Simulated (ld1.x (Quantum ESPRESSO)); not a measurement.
**Which change was made? (I, TM)**

- Element: I
- Generator: ld1.x (Quantum ESPRESSO) 7.5
- Type: norm-conserving Troullier–Martins (Kleinman–Bylander form)
- Functional: PBEsol
- Relativity: scalar-relativistic
- Frozen core: [Ar] 3d10
- Valence charge: 25
- Reference configuration: 4s2 4p6 4d10 5s2 5p5
- Partial waves: 4s (bound): rc 0.70 bohr; 4p (bound): rc 1.20 bohr; 4d (bound): rc 1.25 bohr
- Local potential: the d channel
- Core correction: none

Occupied shells without a wave of their own: 5p, 5s. They enter only through the test configuration that unscreens the potential.

Cutoffs, loose and tight: the cutoffs (Ry, on a coarse ladder) from which the occupation-weighted sum of valence levels, in a spherical-Bessel basis at the reference potential, stays within 10 and 1 mRy of its value at 400 Ry. They do not see the model core or the augmentation charge, which bear on the density cutoff. Test errors are all-electron minus pseudo excitation energies from the reference, over the configurations 4s2 4p6 4d10 5s2 5p4; 4s2 4p6 4d10 5s2 5p3; 4s2 4p6 4d10 5s2 5p2; 4s2 4p6 4d10 5s2 5p5.3; 4s1 4p6 4d10 5s2 5p5; 4s2 4p6 4d9 5s2 5p6; 4s2 4p6 4d10 5s1 5p5; variants that change the core or the reference have their own tests.

The base gives: outcome: generated, misses its reference levels by 0.28 eV; cutoff, loose: 300 Ry; cutoff, tight: over 300 Ry; bound ghosts: none; largest test error (meV): -1355.

**Question.** After one change the result is: outcome: generated, misses its reference levels by 0.45 eV; cutoff, loose: 300 Ry; cutoff, tight: over 300 Ry; bound ghosts: none; largest test error (meV): -2412. Which change was it?
A. all radii scaled by about 0.90 (s 0.64, p 1.08, d 1.12 bohr)
B. wave 4s (bound): rc 0.70 bohr becomes 4s (bound): rc 1.04 bohr
C. wave 4d (bound): rc 1.25 bohr becomes 4d (bound): rc 1.64 bohr
D. wave 4p (bound): rc 1.20 bohr becomes 4p (bound): rc 1.56 bohr
E. core [Kr] 4d10, valence charge 7; reference 5s1 5p6; waves now 5s (bound): rc 1.65 bohr; 5p (bound): rc 1.60 bohr; local potential all-electron potential smoothed inside 1.35 bohr (lloc = -1); core correction Bessel-smoothed model core inside 0.95 bohr

**Answer.** D. The others give: core [Kr] 4d10, valence charge 7; reference 5s1 5p6; waves now 5s (bound): rc 1.65 bohr; 5p (bound): rc 1.60 bohr; local potential all-electron potential smoothed inside 1.35 bohr (lloc = -1); core correction Bessel-smoothed model core inside 0.95 bohr → outcome: generated; cutoff, loose: 35 Ry; cutoff, tight: 110 Ry; bound ghosts: s, d, p; largest test error (meV): 6 of 7 tests not solved or not reliable | wave 4d (bound): rc 1.25 bohr becomes 4d (bound): rc 1.64 bohr → outcome: generated, misses its reference levels by 0.18 eV; cutoff, loose: 300 Ry; cutoff, tight: over 300 Ry; bound ghosts: none; largest test error (meV): +803 | all radii scaled by about 0.90 (s 0.64, p 1.08, d 1.12 bohr) → outcome: generated, misses its reference levels by 0.57 eV; cutoff, loose: over 300 Ry; cutoff, tight: over 300 Ry; bound ghosts: none; largest test error (meV): -1031 | wave 4s (bound): rc 0.70 bohr becomes 4s (bound): rc 1.04 bohr → outcome: generated, misses its reference levels by 1.42 eV; cutoff, loose: 160 Ry; cutoff, tight: 260 Ry; bound ghosts: none; largest test error (meV): -1599.
